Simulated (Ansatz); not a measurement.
`CC(C)(C)/C=C/C(C)(C)C` and `CC/C=C/C(C)(C)C` differ in one atom or group.

Ansatz, PBE0-D4/def2-TZVP geometries, multiplicity 1. Each molecule was computed in one conformer, which needn't be the lowest.

```csv
property,`CC(C)(C)/C=C/C(C)(C)C`
LUMO energy (PBE/def2-TZVPP) / eV,-0.33
size of the dipole moment (ωB97M-V/def2-TZVPP) / D,0.00
HOMO energy (PBE0/def2-TZVPP) / eV,-6.95
LUMO energy (PBE0/def2-TZVPP) / eV,0.70
HOMO–LUMO gap (ωB97M-V/def2-TZVPP) / eV,11.54
HOMO–LUMO gap (PBE/def2-TZVPP) / eV,5.53
```

Q: What does the change do to each property? (Best estimate.)

A: Ansatz gave: 
| property | `CC/C=C/C(C)(C)C` | shift |
| --- | --- | --- |
| LUMO energy (PBE/def2-TZVPP) / eV | -0.38 | -0.05 |
| size of the dipole moment (ωB97M-V/def2-TZVPP) / D | 0.04 | 0.04 |
| HOMO energy (PBE0/def2-TZVPP) / eV | -6.94 | 0.01 |
| LUMO energy (PBE0/def2-TZVPP) / eV | 0.64 | -0.06 |
| HOMO–LUMO gap (ωB97M-V/def2-TZVPP) / eV | 11.70 | 0.16 |
| HOMO–LUMO gap (PBE/def2-TZVPP) / eV | 5.46 | -0.07 |
